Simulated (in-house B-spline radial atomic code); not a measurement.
The rhodium ion Rh³⁺ is squeezed into an impenetrable sphere of radius R (the orbitals vanish at R). Level of theory: Dirac-Kohn-Sham LDA VWN5, spherical fractional occupations, Fermi nucleus of rms radius 4.4945 fm; calculated with a radial B-spline atomic code at the basis-set limit.

Energies in eV above the free ion in [Kr] 4d6:

```csv
R (bohr),highest level (eV),[Kr] 4d6,[Ar] 3d10 4s2 4p5 4d6 4f1,[Kr] 4d5 4f1
8.71,-39.5,0,79.43,31.79
6,-39.5,0.002139,80.2,32.62
4.7,-39.4,0.08184,82.15,34.67
4.08,-39.1,0.433,84.4,37
3.43,-37.9,2.379,89.73,42.39
3.26,-37.2,3.704,92.31,44.94
2.79,-33.5,12.8,106.2,58.37
2.02,-9.5,113.7,222.6,170.1
1.97,-5.98,132.4,242.8,189.6
1.57,45.8,475,598.9,537.3
```

(1) Does [Ar] 3d10 4s2 4p5 4d6 4f1 fall below [Kr] 4d6 under compression?

(2) Does [Kr] 4d5 4f1 fall below [Kr] 4d6 under compression?

The highest level is first positive in the row R = 1.57 bohr, pushed up by confinement above the zero of the free ion's potential. Each configuration is held fixed and needn't be the lowest in the sphere.

Answers

(1) No, it stays above over the whole range.

(2) No, it stays above over the whole range.
